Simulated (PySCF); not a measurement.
Gas-phase reaction: SiBr2 + 3 SiH4 = 2 SiH3Br + 2 SiH3

Energies from PySCF (xtb for GFN2), thermal terms from the rigid-rotor harmonic-oscillator model, ideal gas at 1 bar. The comparison is the NASA 1993 polynomial table, which mixes measured and estimated data. After a fit of one offset per element over all species, the range-separated, M06-2X, PBE0/def2-QZVP and CCSD(T)/def2-TZVPP enthalpies, where run, lie to one side of the table for SiH3 (-20 kJ/mol): a fault of the table's entry, another state or a shared error of the levels is possible; this was not checked at source. † marks an energy on the PBE0/def2-TZVP geometry and frequencies; other levels use their own. MP2 and CCSD(T) freeze the core. 6-31G* has spherical d functions here. Open shells (unrestricted): SiH3 (multiplicity 2); the rest are closed-shell singlets. GFN2 has no spin-polarisation term. B3LYP is the form with VWN-RPA correlation. Br: all electrons, no relativistic terms. For this reaction the table lies outside the span of B3LYP, CCSD(T), M06-2X, MP2, PBE0, r2SCAN, ωB97M-V, ωB97X-V in their largest bases here; which side is off was not settled. MP2 isn't extrapolated to the basis-set limit; its ΔH°(298 K) is 170.9 kJ in def2-SVP and 176.4 kJ in def2-TZVPP. CCSD(T) isn't extrapolated to the basis-set limit; its ΔH°(298 K) is 184.9 kJ in def2-SVP and 185.0 kJ in def2-TZVPP. The harmonic model lacks anharmonicity and excited electronic states, which grow with temperature; levels with a mode under 35 cm⁻¹ are left out. The table's entry may be an old estimate for SiBr2, SiH3Br, SiH3 (not checked at source).

| level | ΔH°(298 K), kJ | minus table | ΔG°(1200 K), kJ |
|---|---|---|---|
| table | 211.6 | - | 162.4 |
| B3LYP/6-31G* | 195.8 | -15.8 | 145.7 |
| B3LYP/def2-TZVP† | 192.9 | -18.7 | 141.8 |
| CCSD(T)/def2-TZVPP† | 185.0 | -26.6 | 133.9 |
| GFN2-xTB | 174.0 | -37.6 | 120.2 |
| HF/def2-TZVP† | 99.3 | -112.3 | 48.2 |
| M06-2X/def2-TZVP† | 181.0 | -30.6 | 129.9 |
| MP2/def2-SVP† | 170.9 | -40.7 | 119.8 |
| PBE0/def2-QZVP† | 168.4 | -43.2 | 117.3 |
| PBE0/def2-SVP† | 173.4 | -38.2 | 122.3 |
| PBE0/def2-TZVP | 169.2 | -42.4 | 118.1 |
| ωB97M-V/def2-TZVP† | 206.9 | -4.7 | 155.8 |
